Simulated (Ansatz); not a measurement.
Reaction (redistribution): `FC([SiH3])[SiH2]Cl` + `C[N](C)[AlH][SH]` → `FC([SiH3])[SiH2]S` + `C[N](C)[AlH][Cl]`

Calculated with Ansatz (gas phase, PBE0-D4/def2-TZVP geometries, no zero-point term in ΔE). CCSD(T)/CBS adds triple-zeta CCSD(T) − MP2 to the extrapolated MP2 energy (def2 sets, frozen cores). One conformer a species, not always the lowest.

| species | MP2/CBS(def2) energy (Eh) |
| --- | --- |
| `FC([SiH3])[SiH2]Cl` | -1179.32041 |
| `C[N](C)[AlH][SH]` | -775.38104 |
| `FC([SiH3])[SiH2]S` | -1117.89480 |
| `C[N](C)[AlH][Cl]` | -836.81501 |

**Question.** Work out ΔE.

**Answer.** ΔE = (-1117.89480) + (-836.81501) − (-1179.32041) − (-775.38104) = -0.00836 Eh = -21.9 kJ/mol. CCSD(T)/CBS gives -21.6 kJ/mol.

Largest T1 diagnostic among the species: 0.012.
